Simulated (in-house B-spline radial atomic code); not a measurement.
What moves the levels of neutral bismuth ([Xe] 4f14 5d10 6s2 6p3)? Level of theory: Dirac-Hartree-Fock, average of the jj configuration, Fermi nucleus of rms radius 5.484 fm; calculated with a B-spline radial code for spherical atoms.

Baseline run (computed): total energy -21565.8020 hartree, 1s1/2 at -3349.41 hartree, 6p3/2 at -6.7995 eV with <r> = 3.247 bohr.

Changing the nucleus:

```
                                       nucleus  ΔE (eV)
Fermi nucleus of rms radius 5.4911 fm, A = 203    0.361
Fermi nucleus of rms radius 5.4934 fm, A = 204    0.478
Fermi nucleus of rms radius 5.5008 fm, A = 205    0.854
Fermi nucleus of rms radius 5.5034 fm, A = 206    0.987
Fermi nucleus of rms radius 5.5103 fm, A = 207     1.34
Fermi nucleus of rms radius 5.5147 fm, A = 208     1.56
Fermi nucleus of rms radius 5.5211 fm, A = 209     1.89
  Fermi nucleus of rms radius 5.53 fm, A = 210     2.34
Fermi nucleus of rms radius 5.5489 fm, A = 212     3.31
Fermi nucleus of rms radius 5.5586 fm, A = 213     3.81
```

A larger nucleus binds the electrons less, roughly as the density at the nucleus times the change of the nuclear <r²>. The reference is A = 202.
